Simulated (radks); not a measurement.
All-electron atom: W61+ in [Ne] 3s2 3p1. Calculated with a radial shooting solver on a logarithmic mesh with Libxc functionals: scalar-relativistic Kohn-Sham, LB94 model potential, spin-polarised, spherical densities, finite nucleus; open shells are filled with parallel spins first (spin-orbit coupling, left out, can overturn this in heavy ions); Fermi nuclear charge, rms radius 5.3658 fm.

Normalised radial functions P(r) = r R(r), r in bohr:

```
   r/bohr * 2s down (the largest magnitude, 3.78, reaches the edge; | marks zero)
0.0008425                             |   *
0.0009349                             |    *
 0.001046                             |    *
  0.00116                             |    *
 0.001298                             |     *
  0.00144                             |     *
 0.001598                             |      *
 0.001787                             |      *
 0.001983                             |       *
 0.002218                             |       *
 0.002461                             |        *
 0.002753                             |         *
 0.003055                             |         *
 0.003389                             |          *
 0.003791                             |           *
 0.004207                             |           *
 0.004705                             |            *
 0.005221                             |            *
 0.005839                             |             *
 0.006479                             |             *
  0.00719                             |             *
 0.008042                             |             *
 0.008923                             |             *
 0.009981                             |             *
  0.01107                             |            *
  0.01239                             |            *
  0.01374                             |          *
  0.01525                             |         *
  0.01706                             |       *
  0.01893                             |     *
  0.02117                             |  *
  0.02349                             *
  0.02628                         *   |
  0.02916                      *      |
  0.03235                  *          |
  0.03618              *              |
  0.04015           *                 |
  0.04491       *                     |
  0.04983     *                       |
  0.05574   *                         |
  0.06185  *                          |
  0.06862  *                          |
  0.07676   *                         |
  0.08517     *                       |
  0.09526        *                    |
   0.1057           *                 |
   0.1182              *              |
   0.1312                  *          |
   0.1456                     *       |
   0.1628                       *     |
   0.1807                         *   |
   0.2021                           * |
   0.2242                            *|
   0.2508                            *|
   0.2783                             *
   0.3088                             *
   0.3454                             *
   0.3832                             *
   0.4286                             *
   0.4756                             *
    0.532                             *
   0.5903                             *
```

2s down: eigenvalue -16915.7 eV, 1 radial node at r = 0.0233 bohr, <r> = 0.0765 bohr, 90 % of the charge inside 0.118 bohr.
